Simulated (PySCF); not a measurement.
**Correlation energy of Te²⁺ (tellurium, charge +2)**

[Kr] 4d10 5s2 5p2, high-spin 3P determinant. All numbers are calculated (PySCF 2.14, scalar relativity through the core potential, in aug-cc-pVTZ-PP with one added diffuse shell each of d, f type with ECP28MDF (6s5p5d3f, 67 functions)). Frozen: 4s2 4p6 4d10; 4 electrons correlated.

| level | correlation energy (mhartree) |
| --- | --- |
| CCSD | -61.14 |
| (T) | -1.29 |
| CCSD(T) | -62.43 |

Diagnostics: T1 = 0.0065, D1 = 0.0171, largest double amplitude 0.092.

Cost of the coupled-cluster step: roughly 4 core-seconds, for 4 correlated electrons.

Iterations:

```
CC2 = 0
CCSD nocc = (np.int64(3), np.int64(1)), nmo = (58, 58)
frozen orbitals [[0, 1, 2, 3, 4, 5, 6, 7, 8], [0, 1, 2, 3, 4, 5, 6, 7, 8]]
max_cycle = 100
direct = 0
conv_tol = 1e-08
conv_tol_normt = 1e-06
diis_space = 8
diis_start_cycle = 0
Init t2, MP2 energy = -0.0477563135574427
Init E_corr(UCCSD) = -0.0477563135787992
cycle = 1  E_corr(UCCSD) = -0.0574494069344004  dE = -0.00969309336  norm(t1,t2) = 0.039446
cycle = 2  E_corr(UCCSD) = -0.059877413509777  dE = -0.00242800658  norm(t1,t2) = 0.0139527
cycle = 3  E_corr(UCCSD) = -0.0611502574844655  dE = -0.00127284397  norm(t1,t2) = 0.00592779
cycle = 4  E_corr(UCCSD) = -0.0611320592116765  dE = 1.81982728e-05  norm(t1,t2) = 0.000898571
cycle = 5  E_corr(UCCSD) = -0.0611373324060822  dE = -5.27319441e-06  norm(t1,t2) = 0.000117826
cycle = 6  E_corr(UCCSD) = -0.0611363458962626  dE = 9.8650982e-07  norm(t1,t2) = 1.94556e-05
cycle = 7  E_corr(UCCSD) = -0.0611367818388799  dE = -4.35942617e-07  norm(t1,t2) = 2.92874e-06
cycle = 8  E_corr(UCCSD) = -0.0611366671470909  dE = 1.14691789e-07  norm(t1,t2) = 5.03902e-07
cycle = 9  E_corr(UCCSD) = -0.0611366774178717  dE = -1.02707808e-08  norm(t1,t2) = 8.73966e-08
cycle = 10  E_corr(UCCSD) = -0.0611366791236614  dE = -1.70578965e-09  norm(t1,t2) = 1.78799e-08
UCCSD converged
E(UCCSD) = -266.1086339776593  E_corr = -0.06113667912366138
UCCSD(T) correction = -0.00128982137358679
```
